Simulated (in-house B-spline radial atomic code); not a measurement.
## Correlation energy from the adiabatic connection: −Z/r, Z = 2.45, wall at 0.624 bohr

Two electrons in a singlet, external potential −Z/r, Z = 2.45, wall at 0.624 bohr (atomic units). Full CI in B-splines (partial waves to l = 8, correlation up to 0.6 % small) with the density held fixed gives W(λ) = <V_ee>_λ − U, and E_c is the integral of W(λ) − W(0) from 0 to 1.

```
   λ  W(λ) − W(0) (hartree)
   0                0.00000
0.02               -0.00200
0.05               -0.00498
0.12               -0.01190
0.25               -0.02454
 0.4               -0.03881
 0.6               -0.05733
 0.8               -0.07529
   1               -0.09272
```

Problem. Integrate the table by the trapezoid rule.

Solution. The strips give -0.00002, -0.00010, -0.00059, -0.00237, -0.00475, -0.00961, -0.01326, -0.01680, which sum to -0.04751 hartree. The direct value, W(1) − W(0) + T_c with T_c = 0.04517, is -0.04756; the curve is convex, so chords lie above it and the trapezoids fall short in size by 0.09 %.

Problem. Now use only three numbers: W(0) = -3.1498, the initial slope W'(0) = -0.1001 (extrapolated from the first points) and the strong-coupling limit of the point-charge-plus-continuum model, W∞ = -3.5337. What do second-order theory and the interpolation W(λ) = W∞ + (W(0) − W∞)/√(1 + 2χλ) of Seidl, Perdew and Levy give?

Solution. Second order keeps the slope alone: E_c = W'(0)/2 = -0.05005, +5 % in size against -0.04756. Matching the slope fixes χ = W'(0)/(W∞ − W(0)) = -0.1001/(-0.38390) = 0.26074. Integrating, with s = √(1 + 2χ) = 1.233487, E_c = −(W(0) − W∞)(s − 1)/(s + 1) = −0.38390 × 0.233487/2.233487 = -0.04013 hartree, -15.6 % in size against the full result. At λ = 1 the formula gives W − W(0) = -0.07267 against -0.09272. Part of the miss can come from the model's W∞, which here lies above the computed W at λ = 10, -3.69436.
